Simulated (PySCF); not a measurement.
**Dipole moment and polarisability of ScF3**

Compound: ScF3 (singlet state).
Cartesian coordinates in Å at the PBE0-D3(BJ)/def2-SVP level; atoms count from 1:
```
atom  x, y, z in Å
Sc1   -0.004   -0.002    0.002
F2     1.816   -0.017    0.009
F3    -0.886    1.593   -0.017
F4    -0.926   -1.574    0.006
```

Level: CAM-B3LYP/def2-SVPD (PySCF), static field, nuclei fixed, core orbitals frozen in the response. The polarisability tensor in these axes (au):

```
x   30.42  0.03  0.06
y    0.03 30.56 -0.08
z    0.06 -0.08 19.65
```

Problem. Give the principal values, the mean and the anisotropy Δα = √{½[(α1 − α2)² + (α2 − α3)² + (α1 − α3)²]}.

Solution. Principal values 19.65, 30.41 and 30.57 au; mean 26.88 au = 3.98 Å³ = 4.43 × 10⁻⁴⁰ C²·m²/J; Δα = 10.84 au (40 % of the mean).

Problem. What is the dipole moment?

Solution. 0.04 D; point group D3h allows none, and the residue is numerical.

Problem. Molar refractivity from α?

Solution. Lorentz–Lorenz: R = (4π/3)N_A α = 2.5225 cm³/(mol·Å³) × 3.98 Å³ = 10.0 cm³/mol, in the limit of long wavelengths.

Problem. Give the eigenvalues of the traceless quadrupole moment Θ = ½Σq(3rr − r²1), origin at the centre of nuclear charge.

Solution. -6.98, -6.65, 13.63 D·Å. The electronic extent ⟨r²⟩ about the same centre is 397 bohr², a root-mean-square distance of 1.52 Å for the 48 electrons.

Problem. In TDDFT the mean static polarisability is Σ f/ω² over all singlet excitations (ω in hartree). How much of it do the 15 lowest give? Their energies (eV) and oscillator strengths: 7.11, 0.0000; 7.17, 0.0083; 7.17, 0.0085; 7.41, 0.0496; 7.63, 0.0000; 7.63, 0.0001; 8.10, 0.0015; 8.10, 0.0015; 8.12, 0.0001; 8.15, 0.0000; 8.15, 0.0000; 8.26, 0.0000; 8.33, 0.0105; 8.38, 0.0000; 8.38, 0.0000.

Solution. They add up to 1.06 au, 3.9 % of the 26.88 au; the largest single term is 0.67 au, from the state at 7.41 eV. Terms in order: 0.00, 0.12, 0.12, 0.67, 0.00, 0.00, 0.02, 0.02, 0.00, 0.00, 0.00, 0.00, 0.11, 0.00, 0.00 au. Higher excitations give the rest. The strengths listed sum to 0.080.

Problem. What would n − 1 = 2πNα be for an ideal gas of these molecules at 273.15 K and 1 atm, electronic part alone?

Solution. N = p/kT = 2.6868 × 10¹⁹ cm⁻³, so n − 1 = 2π × N × 3.98 × 10⁻²⁴ cm³ = 672 × 10⁻⁶ at long wavelengths.

Problem. Find the Langevin capture rate constant for NO+ (29.998 u) meeting this molecule (101.951 u), k = 2.342 × 10⁻⁹ cm³/s × √(α in Å³ / reduced mass in u).

Solution. The reduced mass is 23.18 u, so k = 0.97 × 10⁻⁹ cm³/s.

Isolated species at its PBE0-D3(BJ)/def2-SVP geometry, gas phase.

The run behind these numbers computed excited states as well. Time: 8.3 s. Hardware: an Arm Neoverse V1 with one thread, no GPU, on a shared host.
